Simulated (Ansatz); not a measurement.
Isolated molecules relaxed with PBE0-D4/def2-TZVP in Ansatz; ΔE leaves out vibrations. CCSD(T)/CBS adds triple-zeta CCSD(T) − MP2 to the extrapolated MP2 energy (def2 sets, frozen cores). DFT in def2-TZVPP. B3LYP here is the variant with VWN-RPA as its local correlation; programs differ in this. HSE06 is defined as in plane-wave codes. For Ge, Mg outer-core shells are correlated without core-valence functions, which leaves a few kJ/mol of doubt a bond. Scalar relativity is left out up to krypton. Each species was taken in one conformer, which may not be the lowest.

Consider the redistribution: `[CH3][Mg][O][SiH3]` + `C#[C][GeH2][OH]` → `[OH][Mg][O][SiH3]` + `C#[C][GeH2][CH3]`.

`[CH3][Mg][O][SiH3]`:

```xyz
10

C    -0.012    2.401    1.497
Mg   -0.003    0.645    0.403
O     0.003   -0.882   -0.549
Si    0.011   -2.248   -1.401
H    -0.555    2.283    2.439
H    -0.489    3.215    0.944
H     1.004    2.725    1.743
H    -1.373   -2.759   -1.632
H     0.642   -2.055   -2.741
H     0.772   -3.327   -0.703
```

`C#[C][GeH2][OH]`:

Cartesian coordinates in Å:
```
C -1.816 0.313 1.435
C -0.812 0.152 0.789
Ge 0.797 -0.100 -0.174
O 0.299 -0.184 -1.878
H -2.710 0.456 1.997
H 1.464 -1.418 0.253
H 1.737 1.096 0.050
H 1.041 -0.314 -2.472
```

`[OH][Mg][O][SiH3]`:

Cartesian coordinates in Å:
```
O 1.776 -2.022 1.961
Mg 0.827 -0.951 0.943
O -0.102 0.125 -0.142
Si -0.940 1.096 -1.117
H 2.111 -2.519 2.694
H -2.372 0.681 -1.198
H -0.910 2.509 -0.636
H -0.390 1.082 -2.505
```

`C#[C][GeH2][CH3]`:

Cartesian coordinates in Å:
```
C -2.332 -1.021 0.780
C -1.392 -0.293 0.582
Ge 0.109 0.835 0.254
C 1.436 -0.157 -0.769
H -3.165 -1.662 0.956
H -0.390 2.065 -0.521
H 0.668 1.279 1.615
H 2.305 0.471 -0.967
H 1.008 -0.480 -1.719
H 1.755 -1.037 -0.210
```

```csv
level,ΔE (kJ/mol),difference from CCSD(T)/CBS
LDA (SPW92),-88.8,8.2
PBE-D4,-87.5,9.5
BLYP-D4,-89.1,7.9
r2SCAN-D4,-96.6,0.4
B97M-V,-85.0,12.0
B3LYP-D4,-93.3,3.7
r2SCANh-D4,-97.6,-0.6
r2SCAN0-D4,-99.0,-2.0
HSE06-D4,-92.1,4.9
BHLYP-D4,-97.1,-0.1
CAM-B3LYP-D4,-95.9,1.1
ωB97X-V,-95.1,1.9
ωB97M-V,-92.9,4.1
B2PLYP,-94.2,2.8
PBE-QIDH,-97.3,-0.3
PBE,-86.3,10.7
revPBE,-86.2,10.8
BLYP,-86.9,10.1
r2SCAN,-96.3,0.7
B3LYP,-91.4,5.6
r2SCANh,-97.3,-0.3
r2SCAN0,-98.6,-1.6
BHLYP,-95.4,1.6
CAM-B3LYP,-94.7,2.3
LC-ωPBE,-100.9,-3.9
RPA@PBE/def2-TZVPP,-87.4,9.6
HF/def2-SVP,-109.9,-12.9
MP2/def2-SVP,-108.8,-11.8
CCSD/def2-SVP,-105.7,-8.7
CCSD(T)/def2-SVP,-104.0,-7.0
HF/def2-TZVPP,-95.6,1.4
MP2/def2-TZVPP,-100.3,-3.3
SCS-MP2/def2-TZVPP,-97.6,-0.6
CCSD(T)/def2-TZVPP,-94.1,2.9
HF/def2-QZVPP,-96.7,0.3
MP2/def2-QZVPP,-102.4,-5.4
SCS-MP2/def2-QZVPP,-99.7,-2.7
HF/CBS(def2),-96.9,0.1
MP2/CBS(def2),-103.2,-6.2
CCSD/CBS(def2),-99.2,-2.2
CCSD(T)/CBS,-97.0,0
```

Largest T1 diagnostic among the species: 0.012.

From PBE to PBE0 (25 % exact exchange), in def2-TZVPP and without D4, ΔE moves by −5.5 kJ/mol. At CCSD(T), def2-SVP lies −7.0 kJ/mol from the extrapolated value and def2-TZVPP +2.9 kJ/mol. Leaving LDA and LC-ωPBE aside and taking each functional with its dispersion term where it has one, the values spread over 14.0 kJ/mol, from r2SCAN0-D4 to B97M-V.
